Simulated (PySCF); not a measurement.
# Excitation energy of V by level of theory

V [Ar] 3d3 4s2 (4F) → V [Ar] 3d5 (6S), as a difference of total energies. Computed with PySCF 2.14 in ANO-RCC-VTZP (6s5p3d2f1g, 59 functions), with the spin-free X2C one-electron Hamiltonian (Gaussian nucleus). Correlated levels: valence: [Ar] frozen; valence and next inner shell: [Ne] frozen. The calculations carry no spin-orbit coupling.

| method | excitation energy (eV) |
| --- | --- |
| UHF | 3.791 |
| LDA | 1.027 |
| PBE | 1.300 |
| PBE0 | 1.833 |
| r2SCAN | 1.766 |
| B2PLYP | 2.580 |
| M06-2X | 3.094 |
| BLYP | 1.820 |
| MP2 (valence) | 2.715 |
| SCS-MP2 (valence) | 4.158 |
| MP2 (valence and next inner shell) | 1.776 |
| SCS-MP2 (valence and next inner shell) | 3.262 |

**Question.** How much does correlation contribute at MP2 (valence and next inner shell)?

**Answer.** 1.776 − (3.791) = -2.015 eV, measured against UHF.

A first-order spin-orbit estimate (lowest level to lowest level, LS coupling) adds 0.049 eV.
